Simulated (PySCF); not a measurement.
Bond stretch in AgH, singlet.

Method: CCSD(T) on UHF/def2-SVP, def2 effective core potentials past Kr (PySCF).

Question: Relative to R = 1.62 Å, what are the energies at R = 1.45, 2.90, 3.25, 6.53 Å?

Answer: 0.177 eV at 1.45 Å, 1.914 eV at 2.90 Å, 2.130 eV at 3.25 Å, 2.249 eV at 6.53 Å.

The unrestricted determinant behind UCCSD(T) is spin-contaminated at 2.17 to 6.53 Å (<S²> up to 1.0, against 0.00 for a pure singlet).
